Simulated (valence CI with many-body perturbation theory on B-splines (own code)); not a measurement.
**Run record, Sm49+**

Computed by configuration interaction combined with many-body perturbation theory (CI+MBPT): three valence electrons over a frozen Dirac-Fock core [Ne], a basis of 11 s, 11 p, 9 d, 7 f, 5 g, 2 h, 1 i functions for each j, with the one-electron correlation potential Σ1 (screened to all orders), the two-electron term Σ2, the three-electron term Σ3, Breit, model QED; selected single and double excitations, second order for the rest (own B-spline code, finite nucleus).

Command, and the settings that its task file holds:

```sh
python run_cv.py task.json out
```

```
atom Sm  Z=62  mass_number=152  rms_radius_fm=5.0819
core [Ne]
valence 3s2 3p1
avg = 1
basis = L
breit = 1
cap = 40000
capref = 1200
cscale = 1
de = 0.0
dress = 0
eps = 2e-08
h = 0.27
hh = 1
l2 = 3
lcore = 6
maxit = 60
n2 = 5
natural = 1
nlev = 60
nno = [7, 7, 6, 5, 4, 2, 1]
nroot = 26
nsp = [4, 4, 3, 2, 1, 0, 0]
pt2 = 1
qed = 1
rpa = 1
s1 = 1
s2 = 1
s3 = 1
screen = 1
tol = 2e-05
```

Problem. Roughly how long does this run take on one core of AMD EPYC 7R43 64-Core Processor (Zen 3), and how much memory?

Solution. 91 s on 1 thread of AMD EPYC 7R43 64-Core Processor (Zen 3), with other jobs on the host, peak memory 0.66 GiB.

Log. The first blocks belong to the next ion, which gives the ionisation energy. Fields: 2J, parity (1 odd), roots, reference size, generating configurations, candidates as configurations/state functions, variational space P, stored matrix elements, Davidson steps; e2 is the range of second-order energies in hartree. The first line gives the box (bohr), its intervals, the orbitals and the steps of their self-consistent field. Window is the range of levels sought, series limit the energy at which the first omitted orbital would enter, core excitation an estimate of the first excitation out of the core, left out the lowest levels not solved, and shifts from estimates the range by which levels moved from their first estimate, all in cm⁻¹.

```
rmax 2.3 intervals 56 orbitals 81 references ['3s2 3p', '3s 3p2', '3s2 3d', '3s 3p 3d', '3p3'] scf 2 t 0.9
2J=0 par=0 roots 2 ref 20 generators 4 cand 362/362 P 366/366 nnz 0 it 0
2J=0 par=0 roots 2 ref 20 generators 4 cand 16/16 P 381/381 nnz 0 it 0
   second order: generators 7 cand 1/1 e2 -0.00000 -0.00000
reference levels 715, estimated 128, window 6587125 1/cm; series limit 26731604, core excitation 46245573
2J=1 par=1 roots 7 ref 55 generators 8 cand 3592/5470 P 3576/5422 nnz 4e+06 it 4
2J=1 par=1 roots 7 ref 55 generators 11 cand 1716/2603 P 4276/6531 nnz 5.7e+06 it 5
   second order: generators 16 cand 3318/5232 e2 -0.00001 -0.00000
2J=1 par=0 roots 9 ref 58 generators 11 cand 3572/5479 P 4089/6268 nnz 5.3e+06 it 4
2J=1 par=0 roots 9 ref 58 generators 12 cand 1234/1768 P 4617/7116 nnz 6.8e+06 it 4
   second order: generators 19 cand 3979/6252 e2 -0.00001 -0.00000
2J=3 par=1 roots 12 ref 89 generators 14 cand 5473/11398 P 3838/7999 nnz 8.7e+06 it 5
2J=3 par=1 roots 12 ref 89 generators 14 cand 2830/5988 P 5314/11406 nnz 1.7e+07 it 4
   second order: generators 18 cand 4092/9485 e2 -0.00001 -0.00000
2J=3 par=0 roots 13 ref 92 generators 11 cand 5416/11369 P 3777/7999 nnz 8.6e+06 it 4
2J=3 par=0 roots 13 ref 92 generators 15 cand 2902/5962 P 5636/12137 nnz 1.9e+07 it 4
   second order: generators 22 cand 3732/8730 e2 -0.00001 -0.00000
2J=5 par=0 roots 12 ref 94 generators 12 cand 5993/14152 P 3465/7999 nnz 8.8e+06 it 5
2J=5 par=0 roots 12 ref 94 generators 13 cand 3721/8746 P 5751/13891 nnz 2.5e+07 it 6
   second order: generators 24 cand 4275/11840 e2 -0.00001 -0.00000
2J=5 par=1 roots 9 ref 86 generators 11 cand 6077/14135 P 3498/7999 nnz 8.8e+06 it 4
2J=5 par=1 roots 9 ref 86 generators 11 cand 3641/8722 P 5230/12515 nnz 2.1e+07 it 4
   second order: generators 15 cand 4805/13183 e2 -0.00001 -0.00000
2J=7 par=1 roots 5 ref 63 generators 8 cand 5756/13864 P 3412/8000 nnz 9e+06 it 5
2J=7 par=1 roots 5 ref 63 generators 8 cand 3402/8427 P 4678/11326 nnz 1.7e+07 it 4
   second order: generators 10 cand 3618/10296 e2 -0.00002 -0.00001
2J=9 par=1 roots 2 ref 33 generators 4 cand 4745/11409 P 2670/6012 nnz 5.3e+06 it 4
2J=9 par=1 roots 2 ref 33 generators 4 cand 3207/7925 P 3609/8446 nnz 1e+07 it 4
   second order: generators 7 cand 5064/14511 e2 -0.00002 -0.00001
2J=7 par=0 roots 6 ref 67 generators 6 cand 5665/13820 P 3278/7999 nnz 9.3e+06 it 5
2J=7 par=0 roots 6 ref 67 generators 8 cand 3546/8386 P 4915/12270 nnz 2.1e+07 it 5
   second order: generators 15 cand 4759/13774 e2 -0.00001 -0.00000
2J=9 par=0 roots 4 ref 41 generators 5 cand 4666/11416 P 2998/7101 nnz 8.5e+06 it 4
2J=9 par=0 roots 4 ref 41 generators 7 cand 2919/6856 P 3879/9313 nnz 1.3e+07 it 4
   second order: generators 11 cand 3482/9676 e2 -0.00001 -0.00001
left out: unestimated 9570273, estimated 7308660, shifts from estimates -7 to 50
operators 1.0
```

The Davidson iterations converged.

The last digits are not significant, and no measured levels were compared; by estimate large intervals hold to a few tenths of a per cent, small ones and those within an open d or f shell to about a per cent.

```
Valence energy                            : -497.8746 hartree
Ionisation energy                         : 4338.6 eV (NIST: 4337 ± 4 eV (theoretical))
Reference configurations for the orbitals : 3s2 3p, 3s 3p2, 3s2 3d, 3s 3p 3d, 3p3
Radial orbitals                           : 81
Box radius                                : 2.292 bohr
Largest variational space                 : 13891
Lowest levels                             : (3s^2 3p1/2) J=1/2 0.00, (3s 3p1/2^2) J=1/2 126.18, (3s^2 3p3/2) J=3/2 157.62, (3s 3p1/2 3p3/2) J=3/2 [a] 261.16, (3s 3p1/2 3p3/2) J=5/2 275.07, (3s 3p1/2 3p3/2) J=3/2 [b] 293.04, (3s 3p1/2 3p3/2) J=1/2 301.31, (3s^2 3d3/2) J=3/2 343.30, (3s^2 3d5/2) J=5/2 371.56, (3p1/2^2 3p3/2) J=3/2 419.16, (3s 3p3/2^2) J=5/2 431.55, (3s 3p1/2 3d3/2) J=3/2 [a] 433.06, (3s 3p1/2 3d3/2) J=5/2 443.22, (3s 3p3/2^2) J=1/2 459.39 eV
```

Levels are named by their leading jj configuration (3d3/2^4 stands for four electrons in 3d with j = 3/2), which in mixed levels can hold well under half, so a name can repeat and another be missing. Letters in brackets count levels of one name in rising energy.
